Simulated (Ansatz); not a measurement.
Consider the ligand exchange at the Si–I bond: `N[Si](F)(S)I` + H–F → `N[Si](F)(F)S` + HI.

Gas-phase electronic energies from Ansatz, PBE0-D4/def2-TZVP geometries. CBS: MP2 limit from def2 TZ/QZ plus the TZ coupled-cluster correction, frozen cores. This one scheme is used for every species. DFT in def2-TZVPP. HSE06 is defined as in plane-wave codes. Elements past krypton have def2 core potentials. For I outer-core shells are correlated without core-valence functions, which leaves a few kJ/mol of doubt a bond. One conformer a species, not always the lowest.

CCSD(T)/CBS gives -64.9 kJ/mol.

Task: Another level gave -84.1 kJ/mol. Which?
A. revPBE-D4/def2-TZVPP
B. HSE06-D4/def2-TZVPP
C. CAM-B3LYP-D4/def2-TZVPP
D. r2SCANh-D4/def2-TZVPP

Result: C. CAM-B3LYP-D4 -84.1, HSE06-D4 -58.8, r2SCANh-D4 -72.2, revPBE-D4 -53.1 kJ/mol.

Task: What do rigid-rotor, harmonic-oscillator terms from PBE0-D4/def2-TZVP frequencies (298.15 K, 1 bar) make of the CCSD(T)/CBS value? (Best estimate.)

Result: Computed: ΔZPE = -5.9 kJ/mol, ΔH = -72.5 kJ/mol, ΔS = 2 J/(mol·K), ΔG = -73.0 kJ/mol.

Largest T1 diagnostic among the species: 0.011.

Leaving LDA and LC-ωPBE aside and taking each functional with its dispersion term where it has one, the values, not all of them listed here, spread over 31.3 kJ/mol, from B97M-V to revPBE-D4. LDA lies −3.1 kJ/mol from PBE without D4. The D4 term adds +12.0 kJ/mol with B3LYP and +6.5 kJ/mol with PBE0; it sums over pairs of atoms, weighted by their polarisabilities, and B3LYP, whose exchange is more repulsive, gets the larger term. From BLYP to BHLYP (50 % exact exchange), in def2-TZVPP and without D4, ΔE moves by −6.4 kJ/mol.

CCSD(T)/CBS has its own doubt, a few kJ/mol and more with outer-core shells, so smaller differences from it don't rank the levels.

B3LYP here is the variant with VWN-RPA as its local correlation; programs differ in this.
